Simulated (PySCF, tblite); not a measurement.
Compound: C3H8FN3Si.
Geometry (GFN2-xTB, Å), atoms numbered from 1 in this order:
```
atom  x, y, z in Å
N1    -2.0984    1.8911   -1.2376
C2    -1.8803    0.8495   -0.8175
C3    -1.5691   -0.4348   -0.2552
C4    -1.0261   -0.2781    1.1840
N5     0.1482    0.5508    1.2644
Si6    1.7034    0.0348    0.7548
N7     1.8261   -0.2294   -0.9445
F8     1.8839   -1.4529    1.3420
H9    -0.8005   -0.9062   -0.8728
H10   -2.4671   -1.0569   -0.2543
H11   -0.7609   -1.2686    1.5579
H12   -1.8077    0.1420    1.8253
H13   -0.0719    1.5278    1.1512
H14    2.6759    0.8801    1.4223
H15    1.6394    0.5364   -1.5715
H16    2.5975   -0.7767   -1.2926
```

Level of theory: CAM-B3LYP/def2-SVPD in PySCF (dipole) on a GFN2-xTB geometry, gas phase.

Masses are those of the commonest isotopes; rigid-rotor values at the optimised geometry. The values belong to one conformer with, in the numbering `[N:1]#[C:2][CH2:3][CH2:4][NH:5][Si@H:6]([NH2:7])[F:8]`, C2–C3–C4–N5 -58°, C3–C4–N5–Si6 -74°, C4–N5–Si6–N7 66°, N5–Si6–N7–H 59° and -163°.

(1) Give the principal moments of inertia and the rotational constants in cm⁻¹.

(2) Classify the top.

(3) What does the inertial defect say?

(4) Which types of transition are allowed, and where do some lines up to J = 3 fall?

(5) Estimate the classical rotational partition function at 10 K, 50 K and 500 K.

## Answers

(1) Ia = 165.77, Ib = 501.50, Ic = 559.47 u·Å²; 505379 MHz·u·Å²/I gives 3049, 1008 and 903.3 MHz, that is A = 0.10169, B = 0.03361, C = 0.03013 cm⁻¹.

(2) A near-prolate asymmetric top: κ = (2 × 1008 − 3049 − 903.3)/(3049 − 903.3) = -0.90.

(3) Not planar: Δ = Ic − Ia − Ib = -107.80 u·Å². For a rigid frame Δ = −2 Σ m c², so Σ m c² = 53.90 u·Å² lies off the ab plane: 12.69 from hydrogen and 41.21 from heavier atoms. The atom farthest from that plane is 1.69 Å away.

(4) The dipole components are |μa| = 1.32 D, |μb| = 0.02 D, |μc| = 1.05 D. The squared components, which scale the intensities, stand as 1.00 : 0.00 : 0.64 (a : b : c). Some lines, for components of 0.1 D or more:

| type | branch | J(Ka,Kc) | MHz | lower level (cm⁻¹) |
| --- | --- | --- | --- | --- |
| c | Q | 3(1,3) ← 3(0,3) | 1797 | 0.382 |
| c | Q | 2(1,2) ← 2(0,2) | 1940 | 0.191 |
| c | Q | 1(1,1) ← 1(0,1) | 2041 | 0.064 |
| a | R | 2(1,2) ← 1(1,1) | 3718 | 0.132 |
| a | R | 2(0,2) ← 1(0,1) | 3818 | 0.064 |
| c | R | 1(1,0) ← 0(0,0) | 4056 | 0.000 |
| a | R | 3(1,3) ← 2(1,2) | 5574 | 0.256 |
| a | R | 3(0,3) ← 2(0,2) | 5718 | 0.191 |
| a | R | 3(2,1) ← 2(2,0) | 5749 | 0.471 |
| a | R | 3(1,2) ← 2(1,1) | 5887 | 0.266 |
| c | Q | 3(2,2) ← 3(1,2) | 5969 | 0.463 |
| c | R | 3(1,2) ← 2(0,2) | 8141 | 0.191 |
| c | R | 2(2,0) ← 1(1,0) | 10053 | 0.135 |
| c | R | 2(2,1) ← 1(1,1) | 10154 | 0.132 |
| c | Q | 3(3,1) ← 3(2,1) | 10449 | 0.662 |
| c | R | 3(2,1) ← 2(1,1) | 11875 | 0.266 |
| c | R | 3(2,2) ← 2(1,2) | 12169 | 0.256 |
| c | R | 3(3,0) ← 2(2,0) | 16197 | 0.471 |

(5) Point group C1, symmetry number σ = 1; q = (√π/σ)·√((kT/h)³/(ABC)), k/h = 20836.6 MHz/K: 3200 at 10 K, 35800 at 50 K, 1130000 at 500 K.

Its GFN2-xTB frequencies are all real (lowest 28 cm⁻¹). No vibrational averaging or centrifugal distortion is included, and the geometry carries the error of its method. A rigid rotor knows nothing of inversion at nitrogen, which can split or shift real lines. Quadrupole hyperfine structure (14N) is left out.

Hardware: one thread of an Arm Neoverse N1, shared host with 64 logical CPUs at a one-minute load of 61. Cost: 2.2 min of wall time (with the writing of density and orbital grids), 1.1 GiB resident at most. This is the CAM-B3LYP/def2-SVPD job that gave the dipole, with the excitations it also computed.
